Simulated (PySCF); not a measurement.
Arsenic: a sound run and one with changed settings

Sound run: As(2+) [Ar] 3d10 4s2 4p1, As(3+) [Ar] 3d10 4s2. Calculation: PySCF 2.14, in x2c-SVPall (5s4p3d, 32 functions); scalar relativity by spin-free X2C-1e. In the sound run the correlated levels freeze [Ar] 3d10. The sound run starts from symmetry-adapted Hartree-Fock orbitals and uses a fine grid where one is needed.

A second run was set up differently.

```tsv
species	method	sound run (hartree)	changed run (hartree)	converged
As(2+)	MP2	-2257.64876	-2257.80678	yes
As(3+)	MP2	-2256.63307	-2256.78869	yes
```

Ionisation energy of As(2+):

```csv
method,sound run (eV),changed run (eV)
UHF,27.475,27.475
MP2,27.638,27.703
SCS-MP2,27.621,27.661
```

(1) What was changed?
A. a valence shell is frozen
B. basis contracted for another Hamiltonian
C. all electrons correlated in a valence basis
D. minimal basis

Results:

(1) C. A valence basis has no tight correlating functions, so it recovers only part of the core correlation, and not evenly between atom and ion.
